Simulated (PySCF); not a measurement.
Gas-phase equilibrium of 1 mol SnCl4, 1.6 mol H2 at 1200 K and 1.01 bar, among 14 species (SnCl4, HCl, SnH2, SnHCl3, SnCl3, H, H2, SnH4, SnCl2, SnH2Cl2, Cl, Cl2, SnH3Cl, SnHCl). Only gases are allowed; each row takes one source of thermochemistry for all species, and Cantera finds the minimum.

Method: PySCF energies plus ideal-gas RRHO corrections (1 bar). † marks an energy on the PBE0/def2-TZVP geometry and frequencies. Open shells (unrestricted) among the columns below: SnCl3 (multiplicity 2), Cl (multiplicity 2, electronic degeneracy 6); the rest are closed-shell singlets. Spin-orbit splitting is ignored; it lowers the true energy and changes the entropy of Cl. B3LYP is the form with VWN-RPA correlation. Sn: scalar-relativistic def2 core potential, no spin-orbit coupling. SnHCl3, SnCl3, SnHCl: computed as isolated molecules; such fragments, hydroxides, amides, oligomers or adducts are transient or little studied in the gas. The harmonic model lacks anharmonicity and excited electronic states, which grow with temperature; levels with a mode under 35 cm⁻¹ are left out. Soft modes under 120 cm⁻¹ make the harmonic entropy rough for SnCl4, SnHCl3, SnCl3, SnCl2.

Molecules larger than those listed are left out.

Mole fractions:

```
thermochemistry     x HCl  x SnCl2  x H2  x SnCl4  x SnCl3  x SnHCl3  x SnHCl    x Cl
------------------  -----  -------  ----  -------  -------  --------  -------  ------
B3LYP/def2-TZVP†     0.56     0.28  0.17   4.1e-7   1.0e-6    1.6e-8   7.5e-7  8.8e-7
M06-2X/def2-TZVP†    0.56     0.28  0.17  0.00033   5.6e-5    1.7e-6   2.3e-7  4.0e-7
PBE/def2-TZVP†       0.56     0.28  0.17   1.4e-6   2.9e-6    4.0e-8   5.5e-7  1.5e-7
ωB97X-V/def2-TZVP†   0.56     0.28  0.17   6.2e-5   4.4e-6    1.5e-6   9.9e-7  3.1e-7
```
The most sensitive of these is SnCl4: it spans a factor of 10^2.9 over these rows; at this temperature one factor of ten is RT ln 10 = 23 kJ/mol.
